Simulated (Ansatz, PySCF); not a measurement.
This PySCF input computes a CAM-B3LYP/def2-TZVPD energy:

```python
from pyscf import gto, scf, dft

mol = gto.M(
    atom='''
    C     1.94648363   -0.21094909    0.05212896
    C     0.59340743   -0.44803454   -0.30404180
    O     0.24700570   -1.33937389   -1.08778195
    C    -0.47635748    0.46391506    0.33099350
    O    -0.14710893    1.33797494    1.09831740
    C    -1.89632517    0.18760559   -0.06571630
    H     2.71451270   -0.83692188   -0.37981553
    H     2.20490600    0.57919755    0.74119285
    H    -2.00287915    0.27036074   -1.14923705
    H    -2.15917266   -0.84208561    0.18501585
    H    -2.55979157    0.88541867    0.43837414
    ''',
    basis='def2-tzvpd',
    charge=0,
    spin=1,
    verbose=4,
)

mf = dft.UKS(mol, xc='camb3lyp').density_fit(auxbasis='def2-universal-jkfit')
mf.grids.level = 3
mf.conv_tol = 1e-9
mf.max_cycle = 100
mf.max_memory = 1500
mf.kernel()
if not mf.converged:
    mf = mf.newton()
    mf.kernel(mf.make_rdm1())
for _ in range(2):
    mo, _, stable, _ = mf.stability(return_status=True)
    if stable:
        break
    mf.kernel(mf.make_rdm1(mo, mf.mo_occ))
mf.analyze()
```

Q: Write an input for the same energy in Ansatz (a quantum-chemistry and plane-wave program) and say what it gives.

A: 
Ansatz 0.2 input:
```yaml
crystal:
  periodic: [false, false, false]
  atoms:
    - {symbol: C, position_ang: [1.94648363, -0.21094909, 0.05212896]}
    - {symbol: C, position_ang: [0.59340743, -0.44803454, -0.30404180]}
    - {symbol: O, position_ang: [0.24700570, -1.33937389, -1.08778195]}
    - {symbol: C, position_ang: [-0.47635748, 0.46391506, 0.33099350]}
    - {symbol: O, position_ang: [-0.14710893, 1.33797494, 1.09831740]}
    - {symbol: C, position_ang: [-1.89632517, 0.18760559, -0.06571630]}
    - {symbol: H, position_ang: [2.71451270, -0.83692188, -0.37981553]}
    - {symbol: H, position_ang: [2.20490600, 0.57919755, 0.74119285]}
    - {symbol: H, position_ang: [-2.00287915, 0.27036074, -1.14923705]}
    - {symbol: H, position_ang: [-2.15917266, -0.84208561, 0.18501585]}
    - {symbol: H, position_ang: [-2.55979157, 0.88541867, 0.43837414]}
basis:
  gaussian:
    orbitals: def2-TZVPD
hamiltonian:
  xc: {name: CAM-B3LYP}
magnetization: {spin_polarized: true, initial_magnetization: 1}
output: {forces: true}
```
It gives -305.80807 Eh, and PySCF -305.80815 Eh, a difference of 0.08 mEh, from the treatment of integrals and grids.

It need not be the lowest isomer of its formula.
